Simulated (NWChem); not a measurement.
System: AlNH$_{3}$Cl$_{2}$ cation, singlet

```xyz
7

Al    -0.0740     0.0009     0.0011
Cl     0.6717    -1.9056    -0.0002
Cl     0.6666     1.9095    -0.0002
N     -2.0611    -0.0062     0.0008
H     -2.4510    -0.1931    -0.9328
H     -2.4586     0.8922     0.3033
H     -2.4514    -0.7328     0.6149
```
Atoms are numbered in this order, from 1.

Program: NWChem. Pople sets run with spherical d functions. Low-valent species are run as closed-shell singlets; no triplet was tried in these runs. The geometry was optimised at B3LYP/6-31G* (spherical d). Total energies compare along this basis series because the functional is fixed.

```json
[
 {"level": "TPSS/STO-3G", "basis functions": "35", "energy (Ha)": "-1205.7727", "highest occupied level (eV)": "-10.97", "orbital gap (eV)": "6.23", "relative time": "1"},
 {"level": "TPSS/3-21G", "basis functions": "54", "energy (Ha)": "-1213.2713", "highest occupied level (eV)": "-13.11", "orbital gap (eV)": "5.77", "relative time": "2"},
 {"level": "TPSS/6-31G*", "basis functions": "74", "energy (Ha)": "-1219.3033", "highest occupied level (eV)": "-12.91", "orbital gap (eV)": "5.83", "relative time": "5"},
 {"level": "TPSS/6-31+G*", "basis functions": "90", "energy (Ha)": "-1219.3064", "highest occupied level (eV)": "-12.94", "orbital gap (eV)": "5.77", "relative time": "8"},
 {"level": "TPSS/6-311G**", "basis functions": "114", "energy (Ha)": "-1219.4063", "highest occupied level (eV)": "-12.98", "orbital gap (eV)": "5.85", "relative time": "7"},
 {"level": "TPSS/6-311++G**", "basis functions": "133", "energy (Ha)": "-1219.4106", "highest occupied level (eV)": "-12.95", "orbital gap (eV)": "5.78", "relative time": "10"}
]
```

Relative times are rough (shared machine, one core).
